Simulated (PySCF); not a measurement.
B₂HO₂, SMILES O=BB=[OH+], charge +1. Atoms are numbered in the order given.

```xyz
5

O      0.0000     0.0000    -2.1414
B      0.0000     0.0000    -0.9358
B      0.0000     0.0000     0.7004
O      0.0000     0.0000     1.9257
H      0.0000     0.0000     2.9024
```
Charge +1, spin multiplicity 1.

Coordinates come from a PBE-D3(BJ)/def2-TZVP optimisation. The isomer is the one that the SMILES or the coordinates give; other isomers of the formula were not compared. The values are those of a single conformer.

The numbers are results of PBE-D3(BJ)/def2-TZVP (PySCF), not measurements.

No scaling factor is applied to the harmonic values.

Modes within 1.5 cm⁻¹ of each other (mostly degenerate sets) share a row, with their intensities summed.

**Question.** Estimate the vibrational spectrum. (Estimate from the structure and the level; the computed values follow.)

**Answer.** 
```json
[
 {"mode": "1–2", "ν (cm⁻¹)": "140", "IR (km/mol)": "473.6", "moving atoms (share of kinetic energy)": "H 77 %, O 18 %"},
 {"mode": "3–4", "ν (cm⁻¹)": "169", "IR (km/mol)": "13.9", "moving atoms (share of kinetic energy)": "B 57 %, O 32 %, H 11 %"},
 {"mode": "5–6", "ν (cm⁻¹)": "443", "IR (km/mol)": "1.1", "moving atoms (share of kinetic energy)": "B 89 %"},
 {"mode": "7", "ν (cm⁻¹)": "594", "IR (km/mol)": "11.2", "moving atoms (share of kinetic energy)": "O 71 %, B 27 %"},
 {"mode": "8", "ν (cm⁻¹)": "1849", "IR (km/mol)": "188.0", "moving atoms (share of kinetic energy)": "B 62 %, O 35 %"},
 {"mode": "9", "ν (cm⁻¹)": "2037", "IR (km/mol)": "75.9", "moving atoms (share of kinetic energy)": "B 71 %, O 28 %"},
 {"mode": "10", "ν (cm⁻¹)": "3690", "IR (km/mol)": "1076.2", "moving atoms (share of kinetic energy)": "H 92 %"}
]
```
